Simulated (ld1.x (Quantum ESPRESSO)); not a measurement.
An all-electron radial function and its pseudo partner (chlorine)

Columns: radius, all-electron u(r) and pseudo u(r) of the 3s shell (level -20.74 eV) of chlorine in the configuration [Ne] 3s2 3p5; PW91, scalar-relativistic, PAW scheme, ld1.x (Quantum ESPRESSO) 7.5.

| r (bohr) | all-electron | pseudo |
| --- | --- | --- |
| 0.080 | 0.1674 | 0.1112 |
| 0.160 | -0.1666 | 0.2205 |
| 0.240 | -0.3904 | 0.3260 |
| 0.320 | -0.4330 | 0.4260 |
| 0.400 | -0.3428 | 0.5188 |
| 0.480 | -0.1790 | 0.6032 |
| 0.560 | 0.0133 | 0.6782 |
| 0.640 | 0.2052 | 0.7431 |
| 0.720 | 0.3797 | 0.7975 |
| 0.800 | 0.5289 | 0.8413 |
| 0.880 | 0.6500 | 0.8745 |
| 0.960 | 0.7434 | 0.8978 |
| 1.040 | 0.8110 | 0.9116 |
| 1.120 | 0.8553 | 0.9166 |
| 1.200 | 0.8795 | 0.9138 |
| 1.280 | 0.8870 | 0.9038 |
| 1.360 | 0.8808 | 0.8876 |
| 1.440 | 0.8639 | 0.8658 |
| 1.520 | 0.8387 | 0.8389 |
| 1.600 | 0.8074 | 0.8074 |
| 1.680 | 0.7719 | 0.7719 |
| 1.760 | 0.7336 | 0.7336 |
| 1.840 | 0.6937 | 0.6937 |
| 1.920 | 0.6531 | 0.6531 |
| 2.000 | 0.6127 | 0.6127 |
| 2.080 | 0.5728 | 0.5728 |

(1) How many radial nodes do the two functions have?

(2) At about which radius was the pseudo-wave matched?

(3) Is the pseudo-wave norm-conserving?

## Answers

(1) The all-electron 3s function has n − l − 1 = 2; the pseudo-wave has 0, since the states of the same l below it are removed with the core.

(2) 1.60 bohr, where the columns begin to agree (steps of 0.08 bohr).

(3) No, it belongs to a PAW set: the norm inside the radius is not constrained, and the difference is carried by the augmentation charge.
